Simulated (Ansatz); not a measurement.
[GeBr3]- (GeBr3⁻), relaxed as a singlet with RKS PBE0-D4/def2-SVPD in Ansatz, starting from the GFN2-xTB geometry. Force threshold 0.02 eV/Å.

Start:

```xyz
4

Ge   -0.1877    0.8572   -0.0279
Br   -1.9150   -0.7623   -0.8546
Br    0.3084   -0.1465    2.2209
Br    1.7943    0.0516   -1.3384
```

Task: Estimate the energy that the relaxation releases and the steps that it takes.

Result: 0.3 kcal/mol, in 4 steps; 24 s on 4 threads of Arm Neoverse N1 on a shared host. No frequencies were taken in this run, so the end may be a saddle point.

Task: Does the start keep its bonding and symmetry?

Result: By distances, no bond broke or formed. The bond that changes most is Ge1–Br3, from 2.51 to 2.48 Å (atoms count from 1). Point group Cs at the start, C3v at the end, both within 0.05 Å.

Task: Predict the relaxed structure.

Result: 
```tsv
atom	x (Å)	y (Å)	z (Å)
Ge1	-0.1967	0.8804	-0.0327
Br2	-1.8806	-0.7603	-0.8336
Br3	0.3108	-0.1582	2.1661
Br4	1.7666	0.0381	-1.2997
```
Bond lengths: 3 × Br–Ge 2.48 Å.
